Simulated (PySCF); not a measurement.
This PySCF input asks for the NMR shieldings of `InChI=1S/C5H5NOS/c1-4-6-2-5(3-7)8-4/h2-3H,1H3`; the geometry comes from GFN2-xTB.

```python
import basis_set_exchange as bse
import numpy as np
from pyscf import gto, dft
from pyscf.prop import nmr

atoms = """
C    -2.541462    0.238677    0.007634
C    -1.081721    0.007590   -0.044999
N    -0.532147   -1.050267   -0.545900
C     0.805449   -1.014129   -0.470350
C     1.341000    0.112379    0.111961
C     2.734694    0.424405    0.327214
O     3.164659    1.425754    0.841431
S     0.050499    1.178056    0.585061
H    -3.055031   -0.609189   -0.436704
H    -2.802246    1.145256   -0.536232
H    -2.869930    0.360739    1.038674
H     1.373920   -1.841290   -0.856546
H     3.407929   -0.377495   -0.038973
"""
names = dict.fromkeys(["C", "N", "O", "S", "H"], "pcSseg-1")
basis = {el: gto.basis.parse(bse.get_basis(n, elements=[el], fmt="nwchem")) for el, n in names.items()}
mol = gto.M(atom=atoms, basis=basis, charge=0, verbose=0)
mf = dft.RKS(mol, xc="PBE0")
mf.grids.level = 2
mf.grids.alignment = dft.numint.BLKSIZE   # the property module wants whole blocks of grid points
mf.conv_tol = 1e-9
mf.kernel()

calc = nmr.RKS(mf)   # GIAO
C = mf.mo_coeff
Co = C[:, mf.mo_occ > 0]
resp = mf.gen_response(singlet=True, hermi=2)
def vind(x):   # induced exchange potential for any number of trial vectors
    d = np.einsum("pi,xij,qj->xpq", C, 2 * x.reshape(-1, C.shape[1], Co.shape[1]), Co, optimize=True)
    return np.einsum("xpq,pi,qj->xij", resp(d - d.transpose(0, 2, 1)), C, Co, optimize=True).ravel()
mo1, _ = nmr.rhf.solve_mo1(calc, with_cphf=vind)
sigma = calc.kernel(mo1)
for i, s in enumerate(sigma):   # ppm
    print("%2d %-2s %9.2f" % (i, mol.atom_pure_symbol(i), np.trace(s) / 3))
```

Q: Give the expected output.

A: 
```
 0 C     163.86
 1 C       5.40
 2 N     -86.85
 3 C      32.63
 4 C      34.92
 5 C       2.76
 6 O    -320.13
 7 S     224.97
 8 H      28.66
 9 H      28.77
10 H      28.77
11 H      23.75
12 H      21.52
```

These numbers come from an equivalent density-fitted implementation of the same equations, which agrees with the script to about 0.01 ppm for H and up to a few tenths of a ppm for heavy atoms, so last digits may differ.

Q: Turn these shieldings into chemical shifts. δ = σ(ref) − σ, references computed at the same level: ¹³C (σ = 186.93 ppm), ¹H (σ = 31.72 ppm) against TMS; ¹⁵N (σ = 267.73 ppm) vs NH3; ¹⁷O (σ = 336.08 ppm) against H2O; CS2 for ³³S (σ = 503.73 ppm).

A: Averaging equivalent atoms: C 5: 184.2; C 1: 181.5; C 3: 154.3; C 4: 152.0; C 0: 23.1; N 2: 354.6; O 6: 656.2; S 7: 279; H 12: 10.19; H 11: 7.97; H 8/9/10: 2.98 ppm. Unscaled 17O shifts of doubly bonded oxygen tend to come out too high, by tens of ppm or more. Experimental scales use liquid or dissolved standards, which lie at an offset from isolated NH3 (liquid NH3: subtract about 20 ppm) and H2O (liquid H2O: subtract about 36 ppm). Unscaled 15N shifts of sp2 nitrogen come out 20 to 40 ppm too high even then.

Size and cost of the density-fitted run: 168 basis functions, 25 s wall time on 1 thread of an Arm Neoverse V1, shared host.
